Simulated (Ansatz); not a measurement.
Stepwise reaction of `NB(F)F` with hydrogen, as a gas-phase model of exchange steps in deposition or etching. ΔE in kJ/mol; ΔG adds harmonic PBE0-D4 terms to CCSD(T)/CBS, at 1 bar.

Calculated with Ansatz (gas phase, PBE0-D4/def2-TZVP geometries, no zero-point term in ΔE). CCSD(T)/CBS adds triple-zeta CCSD(T) − MP2 to the extrapolated MP2 energy (def2 sets, frozen cores). This one scheme is used for every species. Functionals use def2-TZVPP. B3LYP here is the variant with VWN-RPA as its local correlation; programs differ in this. Each species was taken in one conformer, which may not be the lowest.

```csv
step,reaction,PBE-D4,B3LYP-D4,ωB97M-V,CCSD(T)/CBS,ΔG(400 K)
1,`NB(F)F` + H₂ → `NBF` + H–F,115.3,120.5,120.7,114.0,114.7
```

Problem. Give the row of step 2, `NBF` + H₂ → `BN` + H–F. (An estimate is asked.)

Solution. Ansatz gave: 
```csv
step,reaction,PBE-D4,B3LYP-D4,ωB97M-V,CCSD(T)/CBS,ΔG(400 K)
2,`NBF` + H₂ → `BN` + H–F,115.0,119.1,118.1,111.2,117.4
```

Problem. By hand: ΔE of the 2 steps together at CCSD(T)/CBS.

Solution. (114.0) + (111.2) = 225.2 kJ/mol, or 112.6 kJ/mol a step.

In ΔE the steps differ by no more than 2.8 kJ/mol. All are uphill at CCSD(T)/CBS. ΔG lies between 114.7 and 117.4 kJ/mol a step. PBE-D4 differs from CCSD(T)/CBS by 1.3 to 3.8 kJ/mol a step. Isolated molecules leave out the surface, adducts and barriers. Largest T1 diagnostic: 0.012.
